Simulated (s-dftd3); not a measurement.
FS (SMILES F[S]), doublet, at a GFN2-xTB geometry; D3(zero) for bp86 (s-dftd3).

The s-dftd3 input:
```
$ s-dftd3 mol.xyz --zero bp86 --json dftd3.json --noedisp --grad

# file mol.xyz
2

S     -0.00000000    -0.00000000    -0.58553681
F      0.00000000     0.00000000     1.04095434
```

What the program printed (banner, timings and long lists left out):

```
-----------------------------------
 s i m p l e   D F T - D 3  v1.4.0
-----------------------------------

Zero (Chai-Head-Gordon) damping: bp86-D3(0)
--------------------
  s6         1.0000
  s8         1.6830
  s9         0.0000
 rs6         1.1390
 rs8         1.0000
 alp        14.0000
--------------------

Dispersion energy:      -7.5621003731390E-06 Eh

Gradient norm:           2.7841480190065E-05 Eh/a0
--------------------------------------------------
     #    Z           dE/dx      dE/dy      dE/dz
--------------------------------------------------
     1   16 S     0.000E+00  0.000E+00  1.969E-05
     2    9 F     0.000E+00  0.000E+00 -1.969E-05
--------------------------------------------------

Virial:
--------------------------------------------------
      component           x          y          z
--------------------------------------------------
          x       0.000E+00  0.000E+00  0.000E+00
          y       0.000E+00  0.000E+00  0.000E+00
          z       0.000E+00  0.000E+00 -6.051E-05
--------------------------------------------------

[Info] JSON dump of results written to 'dftd3.json'
```
